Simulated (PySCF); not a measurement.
C4H9Si (doublet state).
Geometry (GFN2-xTB, Å), atoms numbered from 1 in this order:
```xyz
14
C4H9Si angstrom
C      2.404   -0.525    0.205
C      1.157   -0.967    0.412
Si    -0.371    0.075    0.472
C     -0.314    1.780   -0.367
C     -1.972   -0.869    0.065
H      3.260   -1.178    0.260
H      2.609    0.501   -0.050
H      1.035   -2.012    0.678
H      0.558    2.345   -0.053
H     -1.195    2.370   -0.128
H     -0.270    1.677   -1.450
H     -2.071   -1.021   -1.008
H     -1.979   -1.846    0.538
H     -2.852   -0.331    0.403
```

The hyperfine couplings belong to this conformer and change with its torsions.

Identity: `C=C[Si](C)C` [radical].

Computed with UKS B3LYP, pcH-1 on C H Si, non-relativistic, mean-field spin-orbit, GIAO (PySCF 2.14.0). One conformer (not necessarily the lowest) at the GFN2-xTB geometry, without solvent, vibrations or thermal averaging. Couplings are sensitive to structure, and on GFN2-xTB geometries they can be far from those on DFT ones, by a factor of two or more for some ions and for spin on atoms past the first row. No stability test was run, so a lower SCF solution isn't excluded.

**Question.** Predict the first-order ENDOR lines of C1, C4/C5, C2, H9 (×6), H7, H6, H8 and Si3 under fast tumbling at B = 1215.2 mT (Q band).

**Answer.** ν± = |νn ± a/2|, one line for each electron-spin manifold; νn = |g_N| × 7.62259 MHz/T × B.

```tsv
nuclei	isotope	g_N	νn (MHz)	a_iso (MHz)	lower line (MHz)	upper line (MHz)
C1	13C	1.4048	13.01	21.66	2.18	23.84
C4/C5	13C	1.4048	13.01	19.82	3.11	22.92
C2	13C	1.4048	13.01	8.16	8.93	17.09
H9 (×6)	1H	5.5857	51.74	21.49	41.00	62.48
H7	1H	5.5857	51.74	-14.32	44.58	58.90
H6	1H	5.5857	51.74	-14.08	44.70	58.78
H8	1H	5.5857	51.74	4.40	49.54	53.94
Si3	29Si	-1.1106	10.29	-374.17	176.80	197.37
```

The rows for 13C and 29Si, of low natural abundance, apply to labelled samples.

**Question.** Which pairs are centred on the nuclear Larmor frequency, and which on half the coupling?

**Answer.** Centred on νn, since |a| < 2νn: C1, C4/C5, C2, H9 (×6), H7, H6 and H8. Centred on |a|/2 and split by 2νn: Si3.

**Question.** At what field would the lower line of H6 fall to zero frequency?

**Answer.** Where νn = |a|/2, that is B = 7.04 MHz/(5.5857 × 7.62259 MHz/T) = 165 mT, as far as first order holds there.

Means are taken over nuclei equivalent by connectivity, which assumes that they swap fast. The six 1H nuclei of mean +21.5 MHz run from 1.2 to 57.4 MHz in the frozen geometry.

The Mulliken spin populations are largest on Si3 (+0.88), C1 (+0.25) and C2 (-0.13). The angles at Si3 add up to 343.9°, so it is pyramidal.
